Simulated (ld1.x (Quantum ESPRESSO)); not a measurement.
# Pseudopotential generation for silver (Ag): TM, PBE, scalar-relativistic.

The input file (ld1.x (Quantum ESPRESSO) 7.5):

```
&input
   title='Ag', zed=47., rel=1, dft='PBE', iswitch=3,
   config='[Kr] 4d9 5s2 5p0',
   nld=3, rlderiv=2.75, eminld=-3.0, emaxld=5.0, deld=0.02
 /
 &inputp
   pseudotype=2, tm=.true., lloc=0,
   nlcc=.false.,
   file_pseudopw='Ag.UPF', file_wfcaegen='ae.wfc', file_wfcncgen='nc.wfc', file_beta='beta', file_chi='chi'
 /
3
5P  2  1   0.00   0.00  2.55  2.55  0.0
4D  3  2   9.00   0.00  1.65  1.65  0.0
5S  1  0   2.00   0.00  2.25  2.25  0.0
 &test
   configts(1)='4d9 5s2 5p0'
 /
```

Command:

```bash
ld1.x < Ag.in > Ag.out
```

Output (shortened: banner, matrices, multipoles, cross overlaps and the repeated all-electron block are left out):

```
Program LD1 v.7.5
     --------------------------- All-electron run ----------------------------

     Ag
     scalar relativistic calculation

     atomic number is 47.00
     dft =PBE   lsd =0 sic =0 latt =0  beta=0.20 tr2=1.0E-14
     Exchange-correlation= PBE
                           (   1   4   3   4   0   0   0)
     mesh =1237 r(mesh) =  99.46963 a.u. xmin = -7.00 dx = 0.01250
     1 Ry =  13.60569312 eV, c = 137.03599908

     n l     nl                  e(Ry)          e(Ha)          e(eV)
     1 0     1S 1( 2.00)     -1862.0698      -931.0349    -25334.7508
     2 0     2S 1( 2.00)      -274.4487      -137.2244     -3734.0653
     2 1     2P 1( 6.00)      -246.2011      -123.1005     -3349.7364
     3 0     3S 1( 2.00)       -50.5804       -25.2902      -688.1813
     3 1     3P 1( 6.00)       -41.3031       -20.6516      -561.9577
     4 0     4S 1( 2.00)        -7.2909        -3.6454       -99.1973
     4 1     4P 1( 6.00)        -4.5974        -2.2987       -62.5511
     3 2     3D 1(10.00)       -26.6773       -13.3386      -362.9627
     4 2     4D 1( 9.00)        -0.7872        -0.3936       -10.7101
     5 0     5S 1( 2.00)        -0.4081        -0.2040        -5.5518
     5 1     5P 1( 0.00)        -0.0903        -0.0452        -1.2291

     final scf error:  3.4E-15 reached in  31 iterations

     Etot =  -10631.775891 Ry,   -5315.887945 Ha, -144652.680124 eV

     Ekin =   11045.486217 Ry,    5522.743108 Ha,  150281.495860 eV
     Encl =  -25685.884530 Ry,  -12842.942265 Ha, -349474.262505 eV
     Eh   =    4306.333182 Ry,    2153.166591 Ha,   58590.647766 eV
     Exc  =    -297.710760 Ry,    -148.855380 Ha,   -4050.561245 eV

     normalization and overlap integrals

     s(1S/1S) =  1.000000  <r> =   0.0311  <r2> =    0.0013  r(max) =   0.0202
     s(2S/2S) =  1.000000  <r> =   0.1349  <r2> =    0.0215  r(max) =   0.1136
     s(2P/2P) =  1.000000  <r> =   0.1177  <r2> =    0.0169  r(max) =   0.0907
     s(3S/3S) =  1.000000  <r> =   0.3685  <r2> =    0.1553  r(max) =   0.3328
     s(3P/3P) =  1.000000  <r> =   0.3676  <r2> =    0.1569  r(max) =   0.3246
     s(4S/4S) =  1.000000  <r> =   0.9094  <r2> =    0.9369  r(max) =   0.8186
     s(4P/4P) =  1.000000  <r> =   0.9954  <r2> =    1.1355  r(max) =   0.8714
     s(3D/3D) =  1.000000  <r> =   0.3458  <r2> =    0.1424  r(max) =   0.2725
     s(4D/4D) =  1.000000  <r> =   1.3537  <r2> =    2.2426  r(max) =   1.0252
     s(5S/5S) =  1.000000  <r> =   2.9644  <r2> =   10.1836  r(max) =   2.3985
     s(5P/5P) =  1.000000  <r> =   4.5838  <r2> =   25.3107  r(max) =   3.4037

     ------------------------ End of All-electron run ------------------------

     --------------------- Generating NC pseudopotential ---------------------

      Generating local pot.: lloc=0, matching radius rcloc =   2.2500

      Wfc   5P  rcut= 2.521  Using Troullier-Martins method

      Wfc   4D  rcut= 1.648  Using Troullier-Martins method

     ------------------- End of pseudopotential generation -------------------

     Computing logarithmic derivative in   2.73497
     Computing logarithmic derivative in   2.73497
     Computing the partial wave expansion
       no projector for channel:   0
     R is outside the sphere for l=    1 j= 0.00
     R is outside the sphere for l=    2 j= 0.00

     ---------------------- Testing the pseudopotential ----------------------

     Ag
     scalar relativistic calculation

     atomic number is 47.00   valence charge is 11.00
     dft =PBE   lsd =0 sic =0 latt =0  beta=0.20 tr2=1.0E-14
     mesh =1237 r(mesh) =  99.46963 xmin = -7.00 dx = 0.01250

     n l     nl             e AE (Ry)        e PS (Ry)    De AE-PS (Ry)
     3 2     4D   1( 9.00)       -0.78718       -0.78718        0.00001
     1 0     5S   1( 2.00)       -0.40805       -0.40805        0.00000
     2 1     5P   1( 0.00)       -0.09034       -0.09034       -0.00000

     eps = 1.6E-15  iter = 18

     Etot =  -10631.775891 Ry,   -5315.887945 Ha, -144652.680124 eV
     Etotps =   -73.547780 Ry,     -36.773890 Ha,   -1000.668522 eV

     Ekin =      63.393375 Ry,      31.696688 Ha,     862.510809 eV
     Encl =    -116.692606 Ry,     -58.346303 Ha,   -1587.683787 eV
     Ehrt =      68.949594 Ry,      34.474797 Ha,     938.107013 eV
     Ecxc =     -11.108415 Ry,      -5.554208 Ha,    -151.137689 eV
     Epseu=     -78.089728 Ry,     -39.044864 Ha,   -1062.464869 eV

     ---------------------- End of pseudopotential test ----------------------
```

Generation and configuration tests took about 1.7 s on one core of a shared server CPU.

Transferability test of the new file with ld1.x, input:

```
&input
   title='Ag', zed=47., rel=1, dft='PBE', iswitch=2,
   config='[Kr] 4d9 5s2 5p0'
 /
 &test
   file_pseudo='Ag.UPF', nconf=8,
   configts(1)='4d9 5s2 5p0',
   configts(2)='4d10 5s1 5p0',
   configts(3)='4d10 5s0 5p0',
   configts(4)='4d9 5s0 5p0',
   configts(5)='4d9 5s1 5p0',
   configts(6)='4d8 5s0 5p0',
   configts(7)='4d9 5s1 5p1',
   configts(8)='4d10 5s0 5p1'
 /
```

```bash
ld1.x < Ag.test.in > Ag.test.out
```

Pseudopotential blocks of its output, shortened (energy terms left out):

```
     ---------------------- Testing the pseudopotential ----------------------

     n l     nl             e AE (Ry)        e PS (Ry)    De AE-PS (Ry)
     3 2     4D   1( 9.00)       -0.78718       -0.78718        0.00001
     1 0     5S   1( 2.00)       -0.40805       -0.40805        0.00000
     2 1     5P   1( 0.00)       -0.09034       -0.09034       -0.00000

     eps = 2.4E-15  iter = 18

     Etot =  -10631.775891 Ry,   -5315.887945 Ha, -144652.680124 eV
     Etotps =   -73.547780 Ry,     -36.773890 Ha,   -1000.668522 eV

     ---------------------- End of pseudopotential test ----------------------

          ---------------------- Testing the pseudopotential ----------------------

     n l     nl             e AE (Ry)        e PS (Ry)    De AE-PS (Ry)
     3 2     4D   1(10.00)       -0.54707       -0.53188       -0.01519  !
     1 0     5S   1( 1.00)       -0.32373       -0.32703        0.00330
     2 1     5P   1( 0.00)       -0.05415       -0.05586        0.00171

     eps = 7.9E-15  iter = 25

     Etot =  -10632.075544 Ry,   -5316.037772 Ha, -144656.757108 eV
     Etotps =   -73.837309 Ry,     -36.918655 Ha,   -1004.607769 eV
     dEtot_ae =      -0.299653 Ry
     dEtot_ps =      -0.289529 Ry,   Delta E=      -0.010123 Ry

     ---------------------- End of pseudopotential test ----------------------

          ---------------------- Testing the pseudopotential ----------------------

     n l     nl             e AE (Ry)        e PS (Ry)    De AE-PS (Ry)
     3 2     4D   1(10.00)       -1.14941       -1.12837       -0.02105  !
     1 0     5S   1( 0.00)       -0.82952       -0.83186        0.00233
     2 1     5P   1( 0.00)       -0.46274       -0.46587        0.00313

     eps = 6.1E-16  iter = 10

     Etot =  -10631.505396 Ry,   -5315.752698 Ha, -144648.999851 eV
     Etotps =   -73.263968 Ry,     -36.631984 Ha,    -996.807063 eV
     dEtot_ae =       0.270495 Ry
     dEtot_ps =       0.283812 Ry,   Delta E=      -0.013317 Ry

     ---------------------- End of pseudopotential test ----------------------

          ---------------------- Testing the pseudopotential ----------------------

     n l     nl             e AE (Ry)        e PS (Ry)    De AE-PS (Ry)
     3 2     4D   1( 9.00)       -2.12347       -2.11598       -0.00749  !
     1 0     5S   1( 0.00)       -1.52825       -1.52413       -0.00411
     2 1     5P   1( 0.00)       -1.05448       -1.05200       -0.00249

     eps = 2.8E-15  iter =  7

     Etot =  -10629.880051 Ry,   -5314.940025 Ha, -144626.885902 eV
     Etotps =   -71.654201 Ry,     -35.827101 Ha,    -974.905070 eV
     dEtot_ae =       1.895840 Ry
     dEtot_ps =       1.893579 Ry,   Delta E=       0.002262 Ry

     ---------------------- End of pseudopotential test ----------------------

          ---------------------- Testing the pseudopotential ----------------------

     n l     nl             e AE (Ry)        e PS (Ry)    De AE-PS (Ry)
     3 2     4D   1( 9.00)       -1.41433       -1.41117       -0.00316
     1 0     5S   1( 1.00)       -0.93802       -0.93713       -0.00089
     2 1     5P   1( 0.00)       -0.53653       -0.53607       -0.00046

     eps = 4.4E-15  iter = 33

     Etot =  -10631.108892 Ry,   -5315.554446 Ha, -144643.605148 eV
     Etotps =   -72.880979 Ry,     -36.440489 Ha,    -991.596232 eV
     dEtot_ae =       0.666998 Ry
     dEtot_ps =       0.666801 Ry,   Delta E=       0.000197 Ry

     ---------------------- End of pseudopotential test ----------------------

          ---------------------- Testing the pseudopotential ----------------------

     n l     nl             e AE (Ry)        e PS (Ry)    De AE-PS (Ry)
     3 2     4D   1( 8.00)       -3.21492       -3.23545        0.02053  !
     1 0     5S   1( 0.00)       -2.31048       -2.30403       -0.00645  !
     2 1     5P   1( 0.00)       -1.74292       -1.73610       -0.00682  !

     eps = 8.5E-15  iter =  8

     Etot =  -10627.219911 Ry,   -5313.609956 Ha, -144590.692866 eV
     Etotps =   -68.988159 Ry,     -34.494080 Ha,    -938.631723 eV
     dEtot_ae =       4.555979 Ry
     dEtot_ps =       4.559621 Ry,   Delta E=      -0.003641 Ry

     ---------------------- End of pseudopotential test ----------------------

          ---------------------- Testing the pseudopotential ----------------------

     n l     nl             e AE (Ry)        e PS (Ry)    De AE-PS (Ry)
     3 2     4D   1( 9.00)       -0.92072       -0.92032       -0.00040
     1 0     5S   1( 1.00)       -0.49606       -0.49577       -0.00028
     2 1     5P   1( 1.00)       -0.15316       -0.15309       -0.00007

     eps = 9.7E-15  iter = 33

     Etot =  -10631.445495 Ry,   -5315.722747 Ha, -144648.184856 eV
     Etotps =   -73.217428 Ry,     -36.608714 Ha,    -996.173851 eV
     dEtot_ae =       0.330396 Ry
     dEtot_ps =       0.330352 Ry,   Delta E=       0.000044 Ry

     ---------------------- End of pseudopotential test ----------------------

          ---------------------- Testing the pseudopotential ----------------------

     n l     nl             e AE (Ry)        e PS (Ry)    De AE-PS (Ry)
     3 2     4D   1(10.00)       -0.69327       -0.67398       -0.01928  !
     1 0     5S   1( 0.00)       -0.42303       -0.42457        0.00154
     2 1     5P   1( 1.00)       -0.12424       -0.12523        0.00099

     eps = 2.2E-15  iter = 15

     Etot =  -10631.791410 Ry,   -5315.895705 Ha, -144652.891267 eV
     Etotps =   -73.552049 Ry,     -36.776024 Ha,   -1000.726602 eV
     dEtot_ae =      -0.015519 Ry
     dEtot_ps =      -0.004269 Ry,   Delta E=      -0.011250 Ry

     ---------------------- End of pseudopotential test ----------------------
```
